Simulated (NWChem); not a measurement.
System: CH$_{5}$Sb; SMILES [SbH2][CH3]

All runs: NWChem. def2 effective core potentials on Sb; no spin-orbit coupling. Each level has its own optimisation; frequencies are unscaled.

| level | r H–Sb (Å) | r C–Sb (Å) | r C–H (Å) | highest harmonic frequency (cm⁻¹) | lowest (cm⁻¹) | zero-point energy (kcal/mol) |
|---|---|---|---|---|---|---|
| BLYP/def2-SVP | 1.745 | 2.227 | 1.106 | 3092 | 140 | 29.8 |
| LDA (Slater exchange, VWN5)/def2-SVP | 1.728 | 2.169 | 1.107 | ___ | 147 | 30.1 |
| PBE0/def2-SVP | 1.718 | 2.177 | 1.098 | 3210 | 147 | 31.2 |

Question: Complete the blanks.

Answer: 
- LDA (Slater exchange, VWN5)/def2-SVP, highest harmonic frequency (cm⁻¹): 3130
